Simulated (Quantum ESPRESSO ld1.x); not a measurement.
All-electron atom: Pm VI in [Kr] 4d10 4f3 5s2 5p5 (the NIST ground configuration). Calculated with ld1.x of Quantum ESPRESSO 7.5: Dirac Kohn-Sham, PBE, spin-unpolarised, spherical densities, point nucleus; open shells are shared between the two j in proportion to 2j + 1.

Spin-orbit splittings of the eigenvalues, e(l+1/2) - e(l-1/2), with zeta = 2 splitting/(2l+1) and mean radii in bohr:

\begin{tabular}{lrrrrr}
shell & occ. & splitting (eV) & zeta (eV) & <r> j=l-1/2 & <r> j=l+1/2 \\ \hline
2p & 6 & 560.2 & 373.4 & 0.08245 & 0.08897 \\
3p & 6 & 112.6 & 75.08 & 0.2498 & 0.2624 \\
3d & 10 & 24.39 & 9.756 & 0.2339 & 0.2379 \\
4p & 6 & 24.90 & 16.60 & 0.6049 & 0.6326 \\
4d & 10 & 4.488 & 1.795 & 0.6735 & 0.6831 \\
4f & 3 & 0.5983 & 0.1710 & 0.8516 & 0.8582 \\
5p & 5 & 4.297 & 2.865 & 1.470 & 1.534 \\
5d & 0 & 0.5796 & 0.2319 & 1.898 & 1.920 \\
\end{tabular}
